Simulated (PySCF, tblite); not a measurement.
C6H14ClFSi.
Atom-mapped SMILES: `[CH3:1][CH2:2][C@@H:3]([F:4])[CH2:5][C@H:6]([CH3:7])[SiH2:8][Cl:9]` (hydrogens: H10, H11, H12 on C1; H13, H14 on C2; H15 on C3; H16, H17 on C5; H18 on C6; H19, H20, H21 on C7; H22, H23 on Si8)

Geometry (GFN2-xTB, Å), atoms numbered from 1 in this order:
```
atom  x, y, z in Å
C1     3.2324    1.0417    0.7329
C2     2.3281    0.2156   -0.1750
C3     0.8700    0.2720    0.2746
F4     0.4331    1.5889    0.1718
C5    -0.0538   -0.6010   -0.5628
C6    -1.4671   -0.7237    0.0133
C7    -2.2835   -1.6672   -0.8719
Si8   -2.3272    0.9781    0.2236
Cl9   -4.3105    0.6321    0.4690
H10    2.8895    2.0727    0.7642
H11    3.2242    0.6437    1.7454
H12    4.2547    1.0271    0.3638
H13    2.6500   -0.8267   -0.1756
H14    2.3879    0.5940   -1.1973
H15    0.7835    0.0207    1.3399
H16    0.3932   -1.5955   -0.6391
H17   -0.1030   -0.1789   -1.5690
H18   -1.3772   -1.1913    1.0016
H19   -2.3957   -1.2537   -1.8723
H20   -3.2751   -1.8259   -0.4563
H21   -1.7896   -2.6347   -0.9583
H22   -2.1751    1.7840   -0.9829
H23   -1.8936    1.6551    1.4396
```

The calculation used PBE0/pcSseg-1 in PySCF (dipole) on a GFN2-xTB geometry, gas phase.

Take the most abundant isotopes and a rigid rotor. The values belong to one conformer with, in the numbering `[CH3:1][CH2:2][C@@H:3]([F:4])[CH2:5][C@H:6]([CH3:7])[SiH2:8][Cl:9]`, C1–C2–C3–F4 63°, C2–C3–C5–C6 171°, C3–C5–C6–C7 -178°, C5–C6–Si8–Cl9 164°.

**Question.** What are A, B and C (GHz)?

**Answer.** Ia = 199.12, Ib = 1022.10, Ic = 1174.67 u·Å²; 505379 MHz·u·Å²/I gives 2538, 494.5 and 430.2 MHz, that is A = 2.5380, B = 0.4945, C = 0.4302 GHz.

**Question.** Classify the top.

**Answer.** A near-prolate asymmetric top. Ray's parameter κ = (2B − A − C)/(A − C) = -0.939; −1 is the prolate and +1 the oblate limit.

**Question.** What does the inertial defect say?

**Answer.** Not planar: Δ = Ic − Ia − Ib = -46.56 u·Å². For a rigid frame Δ = −2 Σ m c², so Σ m c² = 23.28 u·Å² lies off the ab plane: 13.92 from hydrogen and 9.36 from heavier atoms. The atom farthest from that plane is 1.59 Å away.

**Question.** List the rotational levels J(Ka,Kc) to J = 5 (cm⁻¹).

**Answer.** Above 0(0,0):
J = 1: 1(0,1) 0.0308, 1(1,1) 0.0990, 1(1,0) 0.1012
J = 2: 2(0,2) 0.0925, 2(1,2) 0.1586, 2(1,1) 0.1650, 2(2,1) 0.3695, 2(2,0) 0.3695
J = 3: 3(0,3) 0.1848, 3(1,3) 0.2478, 3(1,2) 0.2607, 3(2,2) 0.4620, 3(2,1) 0.4623, 3(3,1) 0.8082, 3(3,0) 0.8082
J = 4: 4(0,4) 0.3077, 4(1,4) 0.3668, 4(1,3) 0.3883, 4(2,3) 0.5853, 4(2,2) 0.5861, 4(3,2) 0.9317, 4(3,1) 0.9317, 4(4,1) 1.4163, 4(4,0) 1.4163
J = 5: 5(0,5) 0.4609, 5(1,5) 0.5155, 5(1,4) 0.5476, 5(2,4) 0.7395, 5(2,3) 0.7412, 5(3,3) 1.0861, 5(3,2) 1.0861, 5(4,2) 1.5706, 5(4,1) 1.5706, 5(5,1) 2.1936, 5(5,0) 2.1936

**Question.** Which types of transition are allowed, and where do some lines up to J = 5 fall?

**Answer.** The dipole components are |μa| = 2.87 D, |μb| = 1.96 D, |μc| = 0.51 D. Intensities carry the squares of the components, which stand as 1.00 : 0.47 : 0.03 (a : b : c). Some lines, for components of 0.1 D or more:

```csv
type,branch,"J(Ka,Kc)",MHz,lower level (cm⁻¹)
a,R,"1(0,1) ← 0(0,0)",925,0.000
a,Q,"5(1,4) ← 5(1,5)",963,0.515
a,R,"2(1,2) ← 1(1,1)",1785,0.099
b,R,"4(0,4) ← 3(1,3)",1794,0.248
c,Q,"3(1,3) ← 3(0,3)",1890,0.185
c,Q,"2(1,2) ← 2(0,2)",1981,0.092
b,Q,"2(1,1) ← 2(0,2)",2173,0.092
b,Q,"5(1,4) ← 5(0,5)",2598,0.461
c,R,"1(1,0) ← 0(0,0)",3032,0.000
a,R,"4(1,3) ← 3(1,2)",3824,0.261
c,R,"2(1,1) ← 1(0,1)",4021,0.031
b,Q,"2(2,1) ← 2(1,2)",6323,0.159
c,R,"4(2,3) ← 3(1,3)",10118,0.248
b,Q,"5(3,3) ← 5(2,4)",10392,0.739
b,R,"5(2,4) ← 4(1,3)",10529,0.388
c,R,"3(3,0) ← 2(2,0)",13152,0.370
b,R,"3(3,0) ← 2(2,1)",13153,0.369
c,R,"4(3,1) ← 3(2,1)",14074,0.462
c,Q,"4(4,1) ← 4(3,1)",14527,0.932
b,Q,"4(4,1) ← 4(3,2)",14527,0.932
c,R,"4(4,1) ← 3(3,1)",18229,0.808
b,R,"4(4,0) ← 3(3,1)",18229,0.808
c,Q,"5(5,1) ← 5(4,1)",18678,1.571
b,Q,"5(5,1) ← 5(4,2)",18678,1.571
```

**Question.** Estimate the classical rotational partition function at 10 K, 200 K and 500 K.

**Answer.** Point group C1, symmetry number σ = 1; q = (√π/σ)·√((kT/h)³/(ABC)), k/h = 20836.6 MHz/K: 7260 at 10 K, 649000 at 200 K, 2570000 at 500 K.

Its GFN2-xTB frequencies are all real (lowest 32 cm⁻¹). Constants of a rigid frame at the computed geometry: no zero-point averaging, no centrifugal distortion. A rigid rotor knows nothing of internal rotation, which can split or shift real lines. Quadrupole hyperfine structure (35Cl) is left out.

Hardware: one thread of an Arm Neoverse N1, shared host with 64 logical CPUs at a one-minute load of 60. Cost: 2.0 min (grids of density and orbitals included), 1.1 GiB resident at most. This is the PBE0/pcSseg-1 job that gave the dipole, with the shieldings it also computed.
